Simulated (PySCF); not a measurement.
Where the electron goes

C4H10OSSi2.
Geometry (PBE0-D3(BJ)/def2-SVP, Å), atoms numbered from 1 in this order:
```
atom  x, y, z in Å
C1     2.563    0.209    0.997
C2     2.076   -0.537   -0.193
S3     2.784   -1.868   -0.812
Si4    0.509   -0.045   -1.126
C5    -0.866   -1.334   -0.922
C6    -2.203   -0.567   -0.835
Si7   -1.833    1.068    0.048
O8    -0.230    1.290   -0.409
H9     1.775    0.231    1.771
H10    3.481   -0.230    1.413
H11    2.736    1.267    0.731
H12    0.880    0.273   -2.533
H13   -0.860   -2.096   -1.717
H14   -0.664   -1.870    0.021
H15   -2.567   -0.320   -1.848
H16   -2.997   -1.160   -0.354
H17   -2.674    2.215   -0.403
H18   -1.928    0.962    1.537
```

Computed, not measured: TDDFT CAM-B3LYP/def2-SVPD, vertical, gas phase, core orbitals frozen in the response (PySCF).

Frontier orbitals with the atoms that hold most of them (Löwdin shares over 4%, at most four atoms; ? is withheld):

```
orbital  ε (eV)                              atoms
 LUMO+2    1.14  Si7 29%, C6 11%, H17 10%, H18 10%
 LUMO+1    0.90     Si7 20%, Si4 13%, C1 8%, O8 8%
   LUMO       ?      S3 41%, C2 39%, C1 6%, Si4 5%
   HOMO   -7.78                                  ?
 HOMO-1   -9.41                                  ?
 HOMO-2  -10.00    C6 21%, Si7 15%, S3 14%, O8 12%
 HOMO-3  -10.17    O8 22%, Si7 17%, H17 13%, C2 7%
```

(1) Give the leading atoms of the HOMO.

(2) Which atoms hold the HOMO-1, and with what shares?

(3) What is the LUMO energy, and the HOMO–LUMO gap?

## Answers

(1) S3 (bonded to C) 68%; C2 (bonded to C, S and Si) 16%; Si4 (bonded to 2 C, O and H) 6%; C1 (bonded to C and 3 H) 4%. By element: sulfur 68%, carbon 21% or more, silicon 6% or more.

(2) S3 (bonded to C) 25%; C5 (bonded to C, Si and 2 H) 14%; C2 (bonded to C, S and Si) 14%; Si4 (bonded to 2 C, O and H) 10%. By element: carbon 27% or more, sulfur 25%, silicon 10% or more.

(3) ε(LUMO) = -1.37 eV; the gap is 6.41 eV (0.2356 hartree).

The HOMO–LUMO gap is 6.41 eV. Where does the response calculation put the lowest singlet, and from which orbitals?

S1 is at 2.20 eV (f = 0.0001), 4.21 eV below the gap, made of HOMO→LUMO (99%). Without the coupling terms of the response equations the lowest excitation would equal the gap.

S1 has the pattern of n→π* at C=S.

Next come S2 at 5.25 eV (f 0.082), HOMO-1→LUMO (61%), HOMO-3→LUMO (15%), HOMO-5→LUMO (12%); S3 at 5.29 eV (f 0.050), HOMO-3→LUMO (32%), HOMO-1→LUMO (26%), HOMO-5→LUMO (24%); S4 at 6.03 eV (f 0.029), HOMO-2→LUMO (39%), HOMO-4→LUMO (35%), HOMO→LUMO+1 (12%); S5 at 6.23 eV (f 0.092), HOMO→LUMO+3 (41%), HOMO→LUMO+1 (39%).

Löwdin shares depend on the basis, the more so with diffuse functions.

Time: 4.4 min wall (with the writing of density and orbital grids); peak memory 1.5 GiB. Hardware: one thread of an Arm Neoverse V2 (shared host).

One conformer stands for the species.
